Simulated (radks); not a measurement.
Results of a calculation; reference values are marked as such.
The zirconium ion Zr2+ inside a hard spherical wall (all orbitals vanish at R), configuration held at [Kr] 4d2 and not refilled when levels cross. Level of theory: scalar-relativistic Kohn-Sham, LDA (Slater exchange, VWN5 correlation), spin-polarised, spherical densities, finite nucleus; open shells are filled with parallel spins first (spin-orbit coupling, left out, can overturn this in heavy ions); Fermi nuclear charge, rms radius 4.2694 fm (a radial shooting solver on a logarithmic mesh with Libxc functionals). Eigenvalues in eV for spin up, with the zero of energy where the potential of the charges vanishes at infinity; a dash marks a level that is unbound or too diffuse for the functional's potential to be trusted. A positive occupied level is held by the wall or, in an anion where self-interaction has pushed it up, behind a barrier. The pressure on the wall is -dE/dV.

\begin{tabular}{lrrrrrrrrr}
R (bohr) & E (hartree) & kinetic (hartree) & e(3d) & e(4s) & e(4p) & e(4d) & e(5s, empty) & e(5p, empty) & pressure (GPa) \\ \hline
free & -3593.84023 & 3694.047 & -189.62 & -69.534 & -47.545 & -18.067 & -16.670 & -12.024 & 0 \\
15 & -3593.84023 & 3694.047 & -189.62 & -69.534 & -47.545 & -18.067 & -16.670 & -12.024 & < 0.0001 \\
12 & -3593.84023 & 3694.047 & -189.62 & -69.534 & -47.545 & -18.067 & -16.670 & -12.024 & < 0.0001 \\
8 & -3593.84016 & 3694.048 & -189.62 & -69.528 & -47.540 & -18.062 & -16.653 & -11.935 & 0.00455 \\
7 & -3593.83980 & 3694.052 & -189.59 & -69.506 & -47.519 & -18.040 & -16.580 & -11.709 & 0.0373 \\
6 & -3593.83766 & 3694.071 & -189.48 & -69.409 & -47.427 & -17.938 & -16.256 & -10.977 & 0.295 \\
5 & -3593.82567 & 3694.154 & -189.05 & -69.054 & -47.093 & -17.518 & -14.948 & -8.683 & 2.33 \\
4 & -3593.75779 & 3694.547 & -187.57 & -67.899 & -45.992 & -15.878 & -9.882 & -1.315 & 21.6 \\
3 & -3593.25484 & 3697.250 & -181.41 & -63.469 & -41.384 & -8.708 & 11.607 & 25.436 & 330 \\
2 & -3587.29683 & 3722.334 & -149.44 & -36.173 & -10.176 & 33.032 & 128.82 & 153.02 & 10200 \\
1.5 & -3567.05829 & 3789.099 & -97.994 & 34.213 & 68.239 & 123.49 & 369.88 & 398.74 & 84200 \\
\end{tabular}
